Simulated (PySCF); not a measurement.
C₂H₈FNSi, SMILES [C@H](C)(N)[SiH2]F.

Coordinates come from a PBE-D3(BJ)/def2-SVP optimisation. The structure was generated by enumeration; whether it is a known compound was not checked. The values are those of a single conformer.

These are PySCF with PBE-D3(BJ)/def2-SVP values and carry that method's errors.

Frequencies are harmonic and unscaled.

Give all harmonic wavenumbers and intensities. (An estimate is asked for; the answer gives what the named calculation found.)


| mode | ν (cm⁻¹) | IR (km/mol) | moving atoms (share of kinetic energy) |
|---|---|---|---|
| 1 | 84 | 1.3 | F 37 %, H 22 %, Si 15 %, N 15 %, C 13 % |
| 2 | 128 | 2.9 | F 35 %, N 20 %, H 20 %, C 16 %, Si 9 % |
| 3 | 222 | 11.2 | H 75 %, C 10 % |
| 4 | 263 | 27.6 | H 80 %, N 13 % |
| 5 | 264 | 5.3 | H 40 %, C 28 %, Si 12 %, F 12 %, N 8 % |
| 6 | 332 | 9.0 | H 48 %, C 17 %, F 14 %, Si 14 % |
| 7 | 411 | 14.1 | H 42 %, C 33 %, N 21 % |
| 8 | 571 | 44.4 | H 52 %, Si 25 %, C 11 %, N 11 % |
| 9 | 669 | 72.4 | H 48 %, C 29 %, Si 20 % |
| 10 | 713 | 0.4 | H 89 % |
| 11 | 807 | 84.5 | H 72 %, N 20 % |
| 12 | 820 | 20.7 | F 48 %, H 34 %, Si 18 % |
| 13 | 888 | 179.6 | H 64 %, Si 16 %, C 11 % |
| 14 | 907 | 63.3 | H 56 %, C 28 %, N 10 % |
| 15 | 919 | 92.8 | H 82 %, Si 13 % |
| 16 | 977 | 31.9 | H 76 %, C 17 % |
| 17 | 1016 | 4.9 | H 59 %, C 38 % |
| 18 | 1107 | 4.0 | C 44 %, H 36 %, N 20 % |
| 19 | 1173 | 5.2 | H 78 %, C 18 % |
| 20 | 1284 | 7.0 | H 56 %, C 37 % |
| 21 | 1296 | 6.6 | H 74 %, C 23 % |
| 22 | 1341 | 5.7 | H 76 %, C 24 % |
| 23 | 1408 | 6.4 | H 96 % |
| 24 | 1429 | 4.7 | H 96 % |
| 25 | 1576 | 21.7 | H 92 % |
| 26 | 2164 | 119.7 | H 97 % |
| 27 | 2187 | 113.2 | H 96 % |
| 28 | 2832 | 68.9 | H 93 % |
| 29 | 2955 | 25.3 | H 97 % |
| 30 | 3033 | 19.1 | H 91 %, C 9 % |
| 31 | 3061 | 12.6 | H 91 %, C 9 % |
| 32 | 3387 | 3.4 | H 95 % |
| 33 | 3479 | 2.3 | H 92 %, N 8 % |
